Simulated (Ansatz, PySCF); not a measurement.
This singlet lies 1.53 eV below the relaxed triplet at the level frozen-core CCSD(T)/aug-cc-pVDZ // PBE0-D3(BJ)/def2-TZVPD (Ansatz, a program for electronic structure).

Cartesian coordinates (Å):
```xyz
5

N      2.1795    -0.6775     0.1259
C      1.2251    -0.0204     0.0495
Al    -0.4021     1.3662    -0.1018
O     -1.6594     0.1173    -0.0705
H     -1.3432    -0.7855    -0.0031
```
Charge -1, spin multiplicity 1.

Task: What is the computed total energy and HOMO (PySCF 2.14.0 with PBE0-D3(BJ)/def2-TZVPD)?

Result: 
* **total energy**: -410.9713 Ha
* **HOMO**: -0.65 eV
